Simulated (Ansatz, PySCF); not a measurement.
CH4AlIO, SMILES [CH3][Al]([OH])[I]. Atoms are numbered in the order given.

```xyz
8

Al     0.1002    -1.3762     0.0000
I     -0.0466     1.1190     0.0000
C     -1.4934    -2.4789     0.0000
H     -2.1150    -2.2680     0.8860
H     -1.2348    -3.5493     0.0000
H     -2.1150    -2.2680    -0.8860
O      1.6383    -2.1013     0.0000
H      2.4856    -1.6461     0.0000
```

The structure is a stationary point at B3LYP-D3(BJ)/def2-SVP. The def2 effective core potentials stand for the cores of I; spin–orbit coupling is left out. Other conformers were not sampled.

Vertical ionisation energy (IE) and electron affinity (EA) in eV. Rows of orbital energies are one-electron estimates. Where ΔSCF, EOM or ADC give a negative EA the extra electron is unbound and the value depends on the basis.

```tsv
level	IE	EA
−ε(HOMO), −ε(LUMO), CAM-B3LYP/def2-TZVP (PySCF)	8.88	-0.32
−ε(HOMO), −ε(LUMO), PBE/def2-TZVP (PySCF)	6.48	1.36
ΔSCF, PBE0/def2-SVPD (Ansatz), final states of multiplicity 2 and 2	9.81	-0.32
ΔSCF, PBE/def2-SVPD (Ansatz), final states of multiplicity 2 and 2	9.52	-0.17
```

Problem. What vertical singlet–triplet gap does ΔSCF give with PBE0/def2-SVPD (Ansatz, a program for electronic structure) and with PBE/def2-SVPD (Ansatz)? (An estimate is asked for; the answer gives what the named calculation found.)

Solution. 5.59 and 5.18 eV (triplet above singlet where positive).
